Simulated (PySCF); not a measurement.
Computed IR spectrum (relative IR intensity) of a molecule C2H8ClGeN. Coordinates come from a B3LYP-D3(BJ)/def2-SVP optimisation. One conformer was computed; it need not be the lowest. The numbers are results of B3LYP-D3(BJ)/def2-SVP run with PySCF, not measurements. Frequencies are harmonic and unscaled.

```json
[
 {"ν (cm⁻¹)": "150", "relative intensity": "4.2"},
 {"ν (cm⁻¹)": "179", "relative intensity": "2.8"},
 {"ν (cm⁻¹)": "203", "relative intensity": "2.8"},
 {"ν (cm⁻¹)": "256", "relative intensity": "19"},
 {"ν (cm⁻¹)": "380", "relative intensity": "27"},
 {"ν (cm⁻¹)": "574", "relative intensity": "100"},
 {"ν (cm⁻¹)": "584", "relative intensity": "6.5"},
 {"ν (cm⁻¹)": "623", "relative intensity": "14"},
 {"ν (cm⁻¹)": "705", "relative intensity": "16"},
 {"ν (cm⁻¹)": "734", "relative intensity": "5.7"},
 {"ν (cm⁻¹)": "822", "relative intensity": "35"},
 {"ν (cm⁻¹)": "841", "relative intensity": "23"},
 {"ν (cm⁻¹)": "900", "relative intensity": "18"},
 {"ν (cm⁻¹)": "1258", "relative intensity": "6.0"},
 {"ν (cm⁻¹)": "1263", "relative intensity": "2.8"},
 {"ν (cm⁻¹)": "1432", "relative intensity": "2.8"},
 {"ν (cm⁻¹)": "1440", "relative intensity": "3.2"},
 {"ν (cm⁻¹)": "1556", "relative intensity": "12"},
 {"ν (cm⁻¹)": "3044", "relative intensity": "3.5"},
 {"ν (cm⁻¹)": "3145", "relative intensity": "3.3"},
 {"ν (cm⁻¹)": "3151", "relative intensity": "3.0"},
 {"ν (cm⁻¹)": "3522", "relative intensity": "5.9"},
 {"ν (cm⁻¹)": "3611", "relative intensity": "6.8"}
]
```

Q: Identify the compound among the candidates.
A) [CH3][Ge]([CH3])([NH2])[Cl]
B) CC[NH][GeH2][Cl]
C) C[N](C)[GeH2][Cl]
D) C[CH2][Ge@H]([NH2])[Cl]

A: A, [CH3][Ge]([CH3])([NH2])[Cl]
